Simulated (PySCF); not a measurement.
Compound: C3H7NSSi.
SMILES with atom numbers: `[N:1]#[C:2][CH2:3][S:4][CH2:5][SiH3:6]` (hydrogens: H7, H8 on C3; H9, H10 on C5; H11, H12, H13 on Si6)

Cartesian coordinates in Å at the PBE0-D3(BJ)/def2-SVP level; atoms count from 1:
```
atom  x, y, z in Å
N1    -2.3785    2.0690   -0.3895
C2    -2.0987    1.0308    0.0394
C3    -1.6816   -0.2636    0.5555
S4    -0.7999   -1.2618   -0.6824
C5     0.6120   -0.1724   -1.0364
Si6    1.9164   -0.1742    0.3350
H7    -1.0715   -0.1159    1.4610
H8    -2.5650   -0.8541    0.8421
H9     0.2483    0.8391   -1.2852
H10    1.0560   -0.5757   -1.9606
H11    1.2884    0.2035    1.6377
H12    2.5010   -1.5412    0.4566
H13    2.9983    0.8091    0.0229
```

Jobs on this species (13 atoms, 62 electrons) with PySCF (density fitting). Hardware of each: Arm Neoverse V1, one thread, on a shared host. The host was shared with other jobs, so the times are rough. Peak memory is the resident size of the whole Python process, interpreter and libraries included.

```
                                                                 level and settings                                                          work  basis functions  SCF cycles  wall time  peak memory
     delta-SCF UKS PBE, pcX-2 on the ionised atom, pcseg-1 elsewhere, spin-free X2C                                 ΔSCF core ionisation, 8 holes              169           ?          ?            ?
   delta-SCF UKS B3LYP, pcX-2 on the ionised atom, pcseg-1 elsewhere, spin-free X2C                                 ΔSCF core ionisation, 8 holes              169           ?          ?            ?
    delta-SCF UKS PBE0, pcX-2 on the ionised atom, pcseg-1 elsewhere, spin-free X2C                                 ΔSCF core ionisation, 8 holes              169         116       81 s     0.76 GiB
    delta-SCF UKS SCAN, pcX-1 on the ionised atom, pcseg-1 elsewhere, spin-free X2C                                 ΔSCF core ionisation, 8 holes              149         135       53 s     0.48 GiB
                                                 PBE0-D3(BJ)/def2-SVP, grid level 1  geometry optimisation from a GFN2-xTB start shaken at random              127          74       78 s     0.50 GiB
 delta-SCF UKS SCAN, pcX-2 on the ionised atom, pcseg-1 elsewhere, non-relativistic                                 ΔSCF core ionisation, 8 holes              169         134       64 s     0.62 GiB
      delta-SCF UKS HF, pcX-2 on the ionised atom, pcseg-1 elsewhere, spin-free X2C                                 ΔSCF core ionisation, 8 holes              169         127       55 s     0.67 GiB
    delta-SCF UKS SCAN, pcX-2 on the ionised atom, pcseg-1 elsewhere, spin-free X2C                                 ΔSCF core ionisation, 8 holes              169         134       66 s     0.62 GiB
delta-SCF UKS SCAN, def2-TZVP on the ionised atom, pcseg-1 elsewhere, spin-free X2C                                 ΔSCF core ionisation, 8 holes              146         133       61 s     0.49 GiB
```

Fill in the missing figures.

- delta-SCF UKS PBE, pcX-2 on the ionised atom, pcseg-1 elsewhere, spin-free X2C; ΔSCF core ionisation, 8 holes: 38 s, 0.70 GiB, 130 SCF cycles
- delta-SCF UKS B3LYP, pcX-2 on the ionised atom, pcseg-1 elsewhere, spin-free X2C; ΔSCF core ionisation, 8 holes: 85 s, 0.74 GiB, 121 SCF cycles

What do all jobs in the table cost together?

About 9.7 min; the longest takes about 15 % of that, and about 2.2 times as long as the shortest.
